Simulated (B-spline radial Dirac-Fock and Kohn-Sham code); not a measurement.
What relativity does to the binding energies of Sb⁷⁺

System: antimony as Sb⁷⁺, [Kr] 4d8.

Both columns are ΔSCF binding energies of the configuration average from a B-spline atomic structure program: non-relativistic Hartree-Fock with a point nucleus, and Dirac-Fock with a finite nucleus and the Coulomb interaction alone, averaged over the two j levels with weights 2j+1.

| shell | Hartree-Fock (eV) | Dirac-Fock (eV) | shift (eV) | shift (%) |
| --- | --- | --- | --- | --- |
| 1s | 29589.9 | 30714.7 | +1124.88 | +3.80 |
| 2s | 4561.1 | 4837.5 | +276.43 | +6.06 |
| 2p | 4265.4 | 4346.3 | +80.81 | +1.89 |
| 3s | 1010.1 | 1069.0 | +58.89 | +5.83 |
| 3p | 886.6 | 905.0 | +18.37 | +2.07 |
| 4s | 262.3 | 274.7 | +12.37 | +4.72 |
| 4p | 217.4 | 220.9 | +3.51 | +1.61 |
| 4d | 142.6 | 141.3 | -1.28 | -0.90 |

Relativity binds 1s, 2s, 2p, 3s, 3p, 4s, 4p more strongly, among those listed most of all 2s in relative terms, and 4d more weakly, because the contracted s and p shells screen the nucleus better.

Values without a named source are computed, but for edge energies of neutral atoms, which are taken from tables.
